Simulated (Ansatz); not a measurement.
`[SiH3]BS[SiH3]` + `N=C=CN` → `N=C=CNB[SiH3]` + `[SiH3]S`  (ligand exchange at a B–S bond)

Isolated molecules relaxed with PBE0-D4/def2-TZVP in Ansatz; ΔE leaves out vibrations. CBS: MP2 limit from def2 TZ/QZ plus the TZ coupled-cluster correction, frozen cores. DFT in def2-TZVPP. Each species was taken in one conformer, which may not be the lowest.

`[SiH3]BS[SiH3]`:

Cartesian coordinates in Å:
```
Si -2.362 0.708 -0.157
B -0.415 0.212 -0.252
S 0.366 -0.549 1.146
Si 2.365 -0.790 0.366
H -2.519 2.171 -0.397
H -3.113 -0.005 -1.230
H -2.980 0.374 1.155
H 0.225 0.424 -1.242
H 2.925 0.539 0.020
H 3.183 -1.427 1.427
H 2.326 -1.657 -0.836
```

`N=C=CN`:

```xyz
8

N     0.498   -1.144    1.699
C     0.109   -0.689    0.628
C    -0.388   -0.181   -0.471
N    -0.133    1.123   -0.964
H     1.430   -1.564    1.665
H    -0.966   -0.836   -1.113
H    -0.995    1.633   -1.113
H     0.445    1.658   -0.330
```

`N=C=CNB[SiH3]`:

Cartesian coordinates in Å:
```
N -1.177 0.993 -3.432
C -0.916 1.074 -2.241
C -0.779 1.095 -0.937
N -0.145 0.091 -0.188
B 0.078 0.107 1.186
Si 0.993 -1.450 2.070
H -0.480 1.395 -4.060
H -1.153 1.946 -0.382
H 0.149 -0.705 -0.736
H -0.297 1.073 1.788
H 2.247 -1.030 2.758
H 0.122 -2.088 3.098
H 1.358 -2.503 1.074
```

`[SiH3]S`:

Cartesian coordinates in Å:
```
Si -0.112 0.275 -0.436
S 0.432 -1.437 0.720
H -1.455 0.786 -0.059
H -0.129 -0.203 -1.839
H 0.876 1.373 -0.286
H 0.388 -0.794 1.899
```

```json
{"species": "`[SiH3]BS[SiH3]`", "r2SCAN energy (Eh)": "-1006.19201"}
{"species": "`N=C=CN`", "r2SCAN energy (Eh)": "-188.02622"}
{"species": "`N=C=CNB[SiH3]`", "r2SCAN energy (Eh)": "-504.17033"}
{"species": "`[SiH3]S`", "r2SCAN energy (Eh)": "-690.07116"}
```

Question: Work out ΔE.

Answer: ΔE = (-504.17033) + (-690.07116) − (-1006.19201) − (-188.02622) = -0.02326 Eh = -61.1 kJ/mol. CCSD(T)/CBS gives -59.1 kJ/mol.

Largest T1 diagnostic among the species: 0.016.

The D4 term adds +3.6 kJ/mol with B3LYP and +1.8 kJ/mol with PBE0; it sums over pairs of atoms, weighted by their polarisabilities, and B3LYP, whose exchange is more repulsive, gets the larger term.

B3LYP here is the variant with VWN-RPA as its local correlation; programs differ in this.
